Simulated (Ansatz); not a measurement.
Rb3⁺, relaxed as a quintet with UKS B3LYP/def2-TZVP in Ansatz, starting from the B3LYP/def2-TZVP geometry of the charge +1 singlet. Force threshold 0.02 eV/Å.

In the def2 sets Rb takes a core potential; there is no spin–orbit coupling. In the quintet geometry the species has come apart into loosely held pieces. At B3LYP/def2-TZVP a singlet of charge 1 lies 16.23 eV below the quintet, each at its own geometry. The structure comes from a short search, and lower isomers may exist.

Start:

```tsv
atom	x (Å)	y (Å)	z (Å)
Rb1	-0.230	-1.639	2.180
Rb2	-2.138	1.501	-0.816
Rb3	2.369	0.138	-1.364
```

```tsv
step	energy (eV)	largest force component (eV/Å)	SCF passes
1	-1948.0478	0.186	713
2	-1948.0577	0.173	200
3	-1948.1168	0.092	350
4	-1948.1519	0.051	409
5	-1948.1527	0.050	395
6	-1948.1710	0.036	472
7	-1948.1714	0.036	172
8	-1948.1807	0.027	123
9	-1948.1915	0.020	163
10	-1948.1927	0.020	157
11	-1948.2043	0.019	164
12	-1948.2058	0.020	153
13	-1948.2177	0.021	152
14	-1948.2307	0.022	158
15	-1948.2443	0.023	145
16	-1948.2580	0.022	149
17	-1948.2713	0.021	149
18	-1948.2838	0.020	151
19	-1948.2957	0.019	187
20	-1948.3068	0.018	139
```

Force components are those of the run's own axes.

End:

Cartesian coordinates in Å:
```
Rb -0.4444 -3.1328 4.1689
Rb -4.1511 2.8871 -1.5501
Rb 4.5955 0.2457 -2.6188
```

Bonds lost: Rb1–Rb2, Rb1–Rb3, Rb2–Rb3 (atoms count from 1). The end holds 3 separate pieces.

The force fell under the threshold at step 11, but the optimiser went on and released 0.102 eV more. No frequencies were taken in this run, so the end may be a saddle point.

It took 6 min on 4 threads of Arm Neoverse V2 on a shared host.
